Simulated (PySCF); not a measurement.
PySCF input (HF/def2-TZVPD):

```python
from pyscf import gto, scf, dft

mol = gto.M(
    atom='''
    C    -0.00000000   -0.00000000   -2.03845764
    C    -0.00000000   -0.00000000   -0.79131676
    C     0.00000000    0.00000000    0.56764548
    C     0.00000000    0.00000000    1.78765060
    H     0.00000000    0.00000000    2.84686993
    ''',
    basis='def2-tzvpd',
    charge=-1,
    spin=0,
    verbose=4,
)

mf = scf.RHF(mol).density_fit(auxbasis='def2-universal-jkfit')
mf.conv_tol = 1e-9
mf.max_cycle = 100
mf.max_memory = 1500
mf.kernel()
if not mf.converged:
    mf = mf.newton()
    mf.kernel(mf.make_rdm1())
mf.analyze()
```

Output:

```
PySCF version 2.14.0

[INPUT] verbose = 4
[INPUT] num. atoms = 5
[INPUT] num. electrons = 26
[INPUT] charge = -1
[INPUT] spin (= nelec alpha-beta = 2S) = 0
[INPUT] symmetry False subgroup None
[INPUT] Mole.unit = angstrom
[INPUT] Symbol           X                Y                Z      unit          X                Y                Z       unit  Magmom
[INPUT]  1 C      0.000000000000   0.000000000000  -2.038457640000 AA    0.000000000000   0.000000000000  -3.852126656127 Bohr   0.0
[INPUT]  2 C      0.000000000000   0.000000000000  -0.791316760000 AA    0.000000000000   0.000000000000  -1.495371954178 Bohr   0.0
[INPUT]  3 C      0.000000000000   0.000000000000   0.567645480000 AA    0.000000000000   0.000000000000   1.072694493047 Bohr   0.0
[INPUT]  4 C      0.000000000000   0.000000000000   1.787650600000 AA    0.000000000000   0.000000000000   3.378170040414 Bohr   0.0
[INPUT]  5 H      0.000000000000   0.000000000000   2.846869930000 AA    0.000000000000   0.000000000000   5.379804479960 Bohr   0.0

nuclear repulsion = 70.4975736541536
number of shells = 57
number of NR pGTOs = 219
number of NR cGTOs = 157
basis = def2-tzvpd
ecp = {}

******** <class 'pyscf.df.df_jk.DFRHF'> ********
method = DFRHF
initial guess = minao
damping factor = 0
level_shift factor = 0
DIIS = <class 'pyscf.scf.diis.CDIIS'>
diis_start_cycle = 1
diis_space = 8
diis_damp = 0
SCF conv_tol = 1e-09
SCF conv_tol_grad = None
SCF max_cycles = 100
direct_scf = False
Set gradient conv threshold to 3.16228e-05
Initial guess from minao.
******** <class 'pyscf.df.df.DF'> ********
auxbasis = def2-universal-jkfit
init E= -152.593059564387

WARN: 1 small eigenvectors of overlap matrix removed because of linear dependency between AOs.

  HOMO = -0.232565081889268  LUMO = 0.031197226311026  gap/eV = 7.17734
cycle= 1 E= -151.889008921518  delta_E= 0.704  |g|= 0.403  |ddm|= 14.8
  HOMO = -0.0858747435299746  LUMO = 0.167497392633067  gap/eV = 6.89461
cycle= 2 E= -151.940067468148  delta_E= -0.0511  |g|= 0.253  |ddm|= 2.88
  HOMO = -0.125840509088459  LUMO = 0.187025012633377  gap/eV = 8.51350
cycle= 3 E= -151.958244911089  delta_E= -0.0182  |g|= 0.0739  |ddm|= 0.678
  HOMO = -0.135632828711415  LUMO = 0.187265932743987  gap/eV = 8.78652
cycle= 4 E= -151.960535197938  delta_E= -0.00229  |g|= 0.0167  |ddm|= 0.358
  HOMO = -0.131218220860353  LUMO = 0.186686196169148  gap/eV = 8.65062
cycle= 5 E= -151.960628069544  delta_E= -9.29e-05  |g|= 0.00676  |ddm|= 0.123
  HOMO = -0.131852684646699  LUMO = 0.186699909692319  gap/eV = 8.66826
cycle= 6 E= -151.960642696229  delta_E= -1.46e-05  |g|= 0.0029  |ddm|= 0.027
  HOMO = -0.131900207535682  LUMO = 0.186632733958387  gap/eV = 8.66772
cycle= 7 E= -151.960645289612  delta_E= -2.59e-06  |g|= 0.000769  |ddm|= 0.0193
  HOMO = -0.131855285095552  LUMO = 0.186700086775836  gap/eV = 8.66833
cycle= 8 E= -151.960645499089  delta_E= -2.09e-07  |g|= 0.000118  |ddm|= 0.0065
[...]
cycle= 10 E= -151.96064550627  delta_E= -9.45e-10  |g|= 1.05e-05  |ddm|= 0.000279
  HOMO = -0.131864408804469  LUMO = 0.186714072773519  gap/eV = 8.66896
Extra cycle  E= -151.960645506337  delta_E= -6.68e-11  |g|= 4.44e-06  |ddm|= 7.01e-05
converged SCF energy = -151.960645506337
**** SCF Summaries ****
Total Energy =                        -151.960645506337073
Nuclear Repulsion Energy =              70.497573654153641
One-electron Energy =                 -348.912724193416409
Two-electron Energy =                  126.454505032925681
Two-electron Coulomb Energy =          147.569097104281212
DFT Exchange-Correlation Energy =      -21.114592071355531
HOMO-LUMO gap [eV] =                     8.668962039884091
**** MO energy ****
MO #1   energy= -11.0919805306097  occ= 2
MO #2   energy= -11.054854125821   occ= 2
MO #3   energy= -11.0095894552108  occ= 2
MO #4   energy= -10.9925603122779  occ= 2
MO #5   energy= -0.880987993309198 occ= 2
MO #6   energy= -0.781046702317525 occ= 2
MO #7   energy= -0.62200662510687  occ= 2
MO #8   energy= -0.529548823274901 occ= 2
MO #9   energy= -0.283071549529757 occ= 2
MO #10  energy= -0.283071549529736 occ= 2
MO #11  energy= -0.209405079108894 occ= 2
MO #12  energy= -0.131864408804513 occ= 2
MO #13  energy= -0.131864408804469 occ= 2
MO #14  energy= 0.186714072773519  occ= 0
MO #15  energy= 0.225952126033409  occ= 0
MO #16  energy= 0.267420681546443  occ= 0
MO #17  energy= 0.287938608347619  occ= 0
MO #18  energy= 0.287938608347643  occ= 0
MO #19  energy= 0.291988967012087  occ= 0
MO #20  energy= 0.344490482815625  occ= 0
MO #21  energy= 0.344490482815861  occ= 0
MO #22  energy= 0.363659174691306  occ= 0
MO #23  energy= 0.418384883537702  occ= 0
MO #24  energy= 0.418384883537714  occ= 0
MO #25  energy= 0.424778942370671  occ= 0
MO #26  energy= 0.434473232807399  occ= 0
MO #27  energy= 0.434473232807546  occ= 0
MO #28  energy= 0.442479128470002  occ= 0
MO #29  energy= 0.442479128470321  occ= 0
MO #30  energy= 0.474817079482968  occ= 0
MO #31  energy= 0.475780712280201  occ= 0
MO #32  energy= 0.47578071228023   occ= 0
MO #33  energy= 0.496184417001842  occ= 0
MO #34  energy= 0.497983417984067  occ= 0
MO #35  energy= 0.497983417984272  occ= 0
MO #36  energy= 0.511779672716474  occ= 0
MO #37  energy= 0.574943806928004  occ= 0
MO #38  energy= 0.574943806928057  occ= 0
MO #39  energy= 0.59082725947947   occ= 0
MO #40  energy= 0.59354249374697   occ= 0
MO #41  energy= 0.593542493746986  occ= 0
MO #42  energy= 0.647363485374265  occ= 0
MO #43  energy= 0.647363485374493  occ= 0
MO #44  energy= 0.683989668307478  occ= 0
MO #45  energy= 0.700765987265025  occ= 0
MO #46  energy= 0.700765987265315  occ= 0
MO #47  energy= 0.744328295513327  occ= 0
MO #48  energy= 0.821480172547375  occ= 0
MO #49  energy= 0.821480172547859  occ= 0
MO #50  energy= 0.829976902207854  occ= 0
MO #51  energy= 0.859485579050711  occ= 0
MO #52  energy= 0.877483030594041  occ= 0
MO #53  energy= 0.877483030594964  occ= 0
MO #54  energy= 0.880279655424866  occ= 0
MO #55  energy= 0.927575358711764  occ= 0
MO #56  energy= 0.931261401769706  occ= 0
MO #57  energy= 0.931261401770791  occ= 0
MO #58  energy= 1.02438354854723   occ= 0
MO #59  energy= 1.02438354854777   occ= 0
MO #60  energy= 1.05144805146639   occ= 0
MO #61  energy= 1.08957221096829   occ= 0
MO #62  energy= 1.08957221096831   occ= 0
MO #63  energy= 1.16494915984015   occ= 0
MO #64  energy= 1.20686592479126   occ= 0
MO #65  energy= 1.20686592479128   occ= 0
MO #66  energy= 1.25526244610922   occ= 0
MO #67  energy= 1.30762531460007   occ= 0
MO #68  energy= 1.3204283156912    occ= 0
MO #69  energy= 1.32042831569146   occ= 0
MO #70  energy= 1.3644213243545    occ= 0
MO #71  energy= 1.36442132435453   occ= 0
MO #72  energy= 1.47164330340374   occ= 0
MO #73  energy= 1.47164330340376   occ= 0
MO #74  energy= 1.51285120700939   occ= 0
MO #75  energy= 1.60086482651552   occ= 0
MO #76  energy= 1.60086482651556   occ= 0
MO #77  energy= 1.72352497934973   occ= 0
MO #78  energy= 1.7820271334748    occ= 0
MO #79  energy= 1.78202713347486   occ= 0
MO #80  energy= 1.87002211881578   occ= 0
MO #81  energy= 1.97969591587906   occ= 0
MO #82  energy= 2.00917037564291   occ= 0
MO #83  energy= 2.00917037564304   occ= 0
MO #84  energy= 2.04247635956849   occ= 0
MO #85  energy= 2.19350248706193   occ= 0
MO #86  energy= 2.21665082645629   occ= 0
MO #87  energy= 2.21665082645649   occ= 0
MO #88  energy= 2.24294503309542   occ= 0
MO #89  energy= 2.28172366808632   occ= 0
MO #90  energy= 2.2817236680867    occ= 0
MO #91  energy= 2.37654872085044   occ= 0
MO #92  energy= 2.37654872085062   occ= 0
MO #93  energy= 2.4594712678776    occ= 0
MO #94  energy= 2.45947126787826   occ= 0
MO #95  energy= 2.48809731786862   occ= 0
MO #96  energy= 2.60003360099617   occ= 0
MO #97  energy= 2.66901941120028   occ= 0
MO #98  energy= 2.8551321730037    occ= 0
MO #99  energy= 2.85513217300378   occ= 0
MO #100 energy= 2.90906176008459   occ= 0
MO #101 energy= 2.9090617600846    occ= 0
MO #102 energy= 2.94312136319392   occ= 0
MO #103 energy= 2.94312136319394   occ= 0
MO #104 energy= 3.08948328480718   occ= 0
MO #105 energy= 3.0894832848072    occ= 0
MO #106 energy= 3.13538423740519   occ= 0
MO #107 energy= 3.24286708247693   occ= 0
[...]
```

It need not be the lowest isomer of its formula. Whether it binds its extra electron was not tested at this geometry.
